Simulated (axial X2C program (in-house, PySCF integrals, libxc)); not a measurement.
**Working with the constants of BeRu⁺**

A bond curve at the PBE0 level, with spin–orbit coupling, was computed with an axial X2C code built on PySCF integrals (basis Ru dyall-v3z [12s12p8d3f2g], Be dyall-v3z [8s8p3d1f] (cores contracted in-house)) for the state Ω = 3/2 (⟨Sz⟩ = 1.49, ⟨Lz⟩ = 0.01 at PBE0). Its fit gives Re = 2.0593 Å, ωe = 539.5 cm⁻¹, ωexe = 4.16 cm⁻¹ and αe = 4.940e-03 cm⁻¹; the masses are 101.9043 and 9.0122 u. Two-component means X2C with spin–orbit coupling and atomic mean-field Coulomb and Gaunt terms.

Task: Find the reduced mass, Be and the force constant.

Result: From the PBE0 values: μ = 8.2799 u. Be = 16.8576/(μ Re²) = 0.4801 cm⁻¹. k = 5.8918×10⁻⁷ μ ωe² = 1.42 mdyn/Å.

Task: A Morse curve ties αe to the other constants (Pekeris). How well does that hold?

Result: αe(Morse) = 6Be²/ωe × (√(ωexe/Be) − 1) = 4.982e-03 cm⁻¹; the PBE0 curve gives 4.940e-03 cm⁻¹, a ratio of 1.01.

Task: Where do the fundamental and the first overtone lie?

Result: ν(1←0) = ωe − 2ωexe = 531.2 cm⁻¹; ν(2←0) = 2ωe − 6ωexe = 1054.0 cm⁻¹.

Task: Estimate the centrifugal constant by the Kratzer relation.

Result: D = 4Be³/ωe² = 1.52e-06 cm⁻¹.

The state is a single determinant with fixed occupations, the lowest that a limited PBE0 search found. Density functionals use the spin component along the axis (collinear). With several unpaired electrons one determinant need not be a pure state. This is the top spin component of a Σ state; components of lower Ω are not single determinants and can lie lower.
